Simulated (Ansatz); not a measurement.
Born–Oppenheimer molecular dynamics of C₂H₇ClGe (11 atoms, charge 0, multiplicity 1). It starts from a relaxed structure.

Theory: RHF/def2-SVP (Ansatz 0.2.0).

| Quantity | Value |
| --- | --- |
| ensemble | NVT, Nosé–Hoover chain |
| time step | 0.5 fs |
| steps asked | 500 |
| set temperature | 1000 K |
| thermostat | time constant 100 fs, chain length 3 (defaults) |
| masses | H 3.016 u |
| seed | 860587 |

First frame:

```xyz
11
Properties=species:S:1:pos:R:3
Ge 0.000 0.000 -0.071
H -0.178 -0.296 1.421
C 1.879 0.003 -0.588
H 2.351 -0.945 -0.327
H 1.975 0.152 -1.664
H 2.411 0.809 -0.076
C -0.940 1.623 -0.603
H -2.000 1.549 -0.360
H -0.523 2.488 -0.083
H -0.842 1.782 -1.678
Cl -0.953 -1.670 -1.122
```

**Question.** What does the run give?

**Answer.** The run went to its last step.

```
steps done                                               : 500
time covered                                             : 250 fs
mean temperature over the second half                    : 788 K
spread of the potential energy over the second half      : 17.2 meV per atom
mean potential energy of the second half above the start : 86.7 meV per atom
```

The conserved energy stayed within 0.41 meV per atom of its start (net change 0.24 meV per atom), so the integration is sound. The mean temperature of the second half is 21 % below the set value. A run of 0.25 ps of so small a system gives no equilibrium averages.

**Question.** What happens to the structure?

**Answer.** The same pairs are bonded in the first frame and the last. Pairs count as bonded within 1.25 times the sum of covalent radii (0.12 Å more for H–H). This is one draw of velocities; another would differ in detail.

**Question.** How do temperature and energy run in time?

**Answer.** 
| time (fs) | T (K) | potential energy less start (eV) | conserved less start (meV/atom) |
| --- | --- | --- | --- |
| 0 | 1000 | 0.000 | 0.00 |
| 20.5 | 291 | 0.836 | 0.30 |
| 41 | 544 | 0.578 | 0.12 |
| 61.5 | 485 | 0.700 | 0.15 |
| 82 | 551 | 0.710 | 0.20 |
| 102.5 | 606 | 0.769 | 0.31 |
| 123 | 877 | 0.592 | 0.18 |
| 143.5 | 701 | 0.903 | 0.26 |
| 164 | 839 | 0.809 | 0.17 |
| 184.5 | 556 | 1.205 | 0.34 |
| 205 | 684 | 1.136 | 0.26 |
| 225.5 | 866 | 1.005 | 0.37 |
| 246 | 883 | 1.060 | 0.24 |

Run time: 15 min on 2 threads of Arm Neoverse V1, with other jobs on the host, peak memory 0.26 GiB.
